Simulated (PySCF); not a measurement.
GeBrI, SMILES [Br][Ge][I] (connectivity only; charge and spin as stated), neutral, multiplicity 1.

Coordinates come from a B3LYP-D3(BJ)/def2-SVP optimisation. The def2 effective core potentials stand for the cores of I; spin–orbit coupling is left out.

All values below come from B3LYP-D3(BJ)/def2-SVP (PySCF).

Frequencies are harmonic and unscaled.

Task: Estimate the vibrational spectrum. (Estimate from the structure and the level; the computed values follow.)

Result: 
| mode | ν (cm⁻¹) | IR (km/mol) | Raman (Å⁴/amu) | depolarisation | moving atoms (share of kinetic energy) |
|---|---|---|---|---|---|
| 1 | 85 | 0.2 | 5.3 | 0.61 | Br 50 %, I 34 %, Ge 16 % |
| 2 | 228 | 39.8 | 10.8 | 0.30 | Ge 66 %, I 34 % |
| 3 | 280 | 49.3 | 9.4 | 0.29 | Ge 53 %, Br 47 % |
